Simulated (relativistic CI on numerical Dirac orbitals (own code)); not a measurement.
Re⁵⁰⁺: q coefficients and field-shift factors

Method of calculation: Dirac-Coulomb-Breit CI, KLI orbitals optimised for each configuration, derivatives by finite differences, unscaled Slater integrals, QED left out (own radial code, finite nucleus).

CI space (outside the closed core [Ne]): 3s²3p⁶3d⁷, 3s²3p⁵3d⁸, 3s²3p⁴3d⁹, 3s3p⁶3d⁸, 3p⁶3d⁹, 3s3p⁵3d⁹, 3s²3p⁶3d⁶4s, 3s²3p⁶3d⁶4p. Levels of other configurations are missing.

With x = (α/α₀)² − 1 an excitation energy changes as ω = ω₀ + qx; K = 2q/ω₀ is the relative enhancement. Terms are leading LS components, so labels can repeat. The field-shift factor is F = δν/δ⟨r²⟩ for the transition from the lowest level.

Lowest level 3s²3p⁶3d⁷ ⁴F9/2.

| Level | ω₀ (cm⁻¹) | q (cm⁻¹) | F (GHz/fm²) |
| --- | --- | --- | --- |
| 3s²3p⁶3d⁷ ²P3/2 | 104299 | 9382 | -0.374 |
| 3s²3p⁶3d⁷ ²D5/2 | 162807 | 25530 | 1.05 |
| 3s²3p⁶3d⁷ ⁴F7/2 | 563715 | 604200 | 16 |
| 3s²3p⁶3d⁷ ⁴F9/2 | 621020 | 588400 | 16 |
| 3s²3p⁶3d⁷ ⁴P3/2 | 645874 | 611600 | 16.3 |
| 3s²3p⁶3d⁷ ⁴P5/2 | 664851 | 615300 | 16.6 |
| 3s²3p⁶3d⁷ ²P1/2 | 674654 | 605400 | 15.5 |
| 3s²3p⁶3d⁷ ²H11/2 | 690906 | 585900 | 16.6 |
| 3s²3p⁶3d⁷ ²F7/2 | 747529 | 609100 | 16.7 |
| 3s²3p⁶3d⁷ ²F5/2 | 786391 | 592500 | 16.6 |
| 3s²3p⁶3d⁷ ²D3/2 | 935413 | 615100 | 18 |
| 3s²3p⁶3d⁷ ⁴F5/2 | 1187696 | 1.197e+06 | 31.8 |
| 3s²3p⁶3d⁷ ⁴P3/2 | 1221812 | 1.206e+06 | 31.6 |
| 3s²3p⁶3d⁷ ²H9/2 | 1261626 | 1.19e+06 | 32.4 |
| 3s²3p⁶3d⁷ ⁴P1/2 | 1267491 | 1.207e+06 | 31.3 |
| 3s²3p⁶3d⁷ ²F7/2 | 1287029 | 1.181e+06 | 31.8 |
| 3s²3p⁶3d⁷ ²D5/2 | 1492253 | 1.201e+06 | 33.2 |
| 3s²3p⁶3d⁷ ²D3/2 | 1861521 | 1.8e+06 | 47.5 |
| 3s²3p⁵3d⁸ ⁴G°11/2 | 3377743 | 744400 | 42.6 |
| 3s²3p⁵3d⁸ ²D°5/2 | 3478265 | 749100 | 40 |
| 3s²3p⁵3d⁸ ²F°7/2 | 3486824 | 752100 | 39.4 |
| 3s²3p⁵3d⁸ ⁴F°9/2 | 3546069 | 744300 | 42.7 |
| 3s²3p⁵3d⁸ ²P°1/2 | 3642679 | 764500 | 43.4 |

At this charge energies of transitions that change n are usually good to better than 1 %, and those within a shell (Δn = 0) to a few per cent.

Question: Which transition from the lowest level has the largest |K|?

Answer: 3s²3p⁶3d⁷ ⁴F7/2 at 563715 cm⁻¹, K = 2.14.
